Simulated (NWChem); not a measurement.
CH$_{5}$FOSn; SMILES [SnH2]([O]C)[F]

```xyz
9

Sn    -0.3041     0.4401     0.0292
F      1.5015     1.1439    -0.1013
O     -0.1903    -1.4542    -0.5047
C      0.5077    -2.3969     0.2602
H     -1.2338     1.2078    -1.1679
H     -0.7021     0.5583     1.6875
H      1.6044    -2.2748     0.1848
H      0.2415    -2.3719     1.3362
H      0.2593    -3.4047    -0.1130
```
Atoms are numbered in this order, from 1.

Computed with NWChem. Medium grid unless said otherwise, to which SCAN and Minnesota functionals are sensitive. All runs use the structure optimised with PBE0/def2-SVP. def2 effective core potentials on Sn; no spin-orbit coupling.

For level M05-2X/def2-SVP:

```yaml
highest occupied level (eV): -9.48
orbital gap (eV): 10.23
dipole (D): 2.55
```

Question: How do the values read with level B3LYP/def2-SVP instead?

Answer: 
| Property | Value |
|---|---|
| highest occupied level (eV) | -7.53 |
| orbital gap (eV) | 6.80 |
| dipole (D) | 2.37 |
